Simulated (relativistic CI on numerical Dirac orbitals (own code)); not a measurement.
**Radial parameters of Rh²⁰⁺**

These numbers are calculated, not measured: Dirac-Coulomb-Breit CI, orbitals from a KLI potential per configuration, a model potential for QED, unscaled Slater integrals (own radial code, finite nucleus).

Slater integrals F^k, G^k are unscaled and averaged over j, outside the closed core [Ne]; ζ comes from projecting the Hamiltonian with its Breit term on Σ l·s of the shell.

- 3s2 3p6 3d7: F^2(3d,3d) = 293760, F^4(3d,3d) = 188360, ζ(3d) = 17216 cm⁻¹; <r>(3d) = 0.342, <r^2>(3d) = 0.1373 (bohr units).
- 3s2 3p5 3d8: ζ(3p) = 146270, F^2(3d,3d) = 292970, F^4(3d,3d) = 187820, F^2(3p,3d) = 266460, G^1(3p,3d) = 300280, G^3(3p,3d) = 195170, ζ(3d) = 16945 cm⁻¹; <r>(3p) = 0.3717, <r^2>(3p) = 0.1597, <r>(3d) = 0.3428, <r^2>(3d) = 0.138 (bohr units).
- 3s2 3p4 3d9: F^2(3p,3p) = 267580, ζ(3p) = 146180, F^2(3p,3d) = 266050, G^1(3p,3d) = 300150, G^3(3p,3d) = 194970, ζ(3d) = 16679 cm⁻¹; <r>(3p) = 0.3722, <r^2>(3p) = 0.1601, <r>(3d) = 0.3436, <r^2>(3d) = 0.1387 (bohr units).

(1) Give the Racah parameters of the d shell in 3s2 3p6 3d7.

Averages of the first 10 configurations, taken without configuration mixing, which lowers the lowest level and can move excited configurations by several eV; other configurations of the list can lie among them:

| Configuration | Parity | States | Average energy above the lowest level (eV) |
| --- | --- | --- | --- |
| 3s2 3p6 3d7 | even | 120 | 14.1 |
| 3s2 3p5 3d8 | odd | 270 | 201.0 |
| 3s2 3p4 3d9 | even | 150 | 391.8 |
| 3s 3p6 3d8 | even | 90 | 324.8 |
| 3p6 3d9 | even | 10 | 640.7 |
| 3s 3p5 3d9 | odd | 120 | 510.4 |
| 3s2 3p6 3d6 4s | even | 420 | 381.7 |
| 3s2 3p6 3d6 4p | odd | 1260 | 424.0 |
| 3s2 3p6 3d6 4d | even | 2100 | 487.0 |
| 3s2 3p6 3d6 4f | odd | 2940 | 547.1 |

Answers

(1) B = F²/49 − 5F⁴/441 = 3860 cm⁻¹ and C = 35F⁴/441 = 14949 cm⁻¹.
